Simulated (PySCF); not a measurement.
A single-point calculation

[Tl(SH)2]+ (singlet). PySCF 2.14.0, RKS PBE0, Tl def2-SVP with ECP60, S def2-SVP, H def2-SVP; non-relativistic Hamiltonian with scalar-relativistic core potentials where named; density fitting; no spin-orbit coupling. Purpose: singlet excitations, Tamm-Dancoff PBE0.

```python
mol = gto.M(atom='''
Tl    -0.24486    -0.00000    -0.00000
S     -0.30046     0.07642     2.41404
H      0.66448     1.04113     2.45122
S     -0.30046    -0.07642    -2.41404
H      0.66448    -1.04113    -2.45122''',
    basis={'Tl': 'def2-SVP', 'S': 'def2-SVP', 'H': 'def2-SVP'},
    ecp={'Tl': 'def2-SVP'},
    charge=1, spin=0)
mf = dft.RKS(mol, xc='PBE0')
mf.grids.atom_grid = (50, 194)
mf = mf.density_fit()  # fitting sets: Tl def2-universal-JKFIT, S def2-universal-JKFIT, H def2-universal-JKFIT
mf.conv_tol = 1e-08; mf.max_cycle = 55
mf.kernel(dm0)  # dm0: converged density of the relaxed state
td = mf.TDA(); td.nstates = 8; td.kernel()
```

Run from Python with OMP_NUM_THREADS=2; the lines above give its settings. Where DIIS fails, smearing, a level shift and second-order steps follow.
It took 9.7 s on 2 threads of Intel(R) Xeon(R) Platinum 8259CL CPU @ 2.50GHz (Skylake/Cascade Lake), with other jobs on the host, from an already converged density.

(1) Where do the frontier levels lie, over both spins?

(2) What are the Mulliken charges and spins?

(3) Which singlet excitations follow (Tamm-Dancoff, 8 states)?

The geometry was relaxed with TPSS (Tl def2-SVP with ECP60, S def2-SVP, H def2-SVP).

Answers

(1) HOMO -13.04 eV, LUMO -8.63 eV. 

(2) 
```json
{"atom": "Tl1", "charge (e)": "0.638", "spin (e)": "0.000"}
{"atom": "S2", "charge (e)": "0.016", "spin (e)": "0.000"}
{"atom": "H3", "charge (e)": "0.165", "spin (e)": "0.000"}
{"atom": "S4", "charge (e)": "0.017", "spin (e)": "0.000"}
{"atom": "H5", "charge (e)": "0.165", "spin (e)": "0.000"}
```

(3) 
| state | eV | oscillator strength |
| --- | --- | --- |
| 1 | 3.01 | 0.0029 |
| 2 | 3.01 | 0.0034 |
| 3 | 4.83 | 0.0306 |
| 4 | 4.95 | 0.0003 |
| 5 | 4.97 | 0.0001 |
| 6 | 5.35 | 0.0007 |
| 7 | 6.33 | 0.0017 |
| 8 | 6.33 | 0.0013 |
Functionals without range separation put charge-transfer states too low; the basis has no diffuse functions.
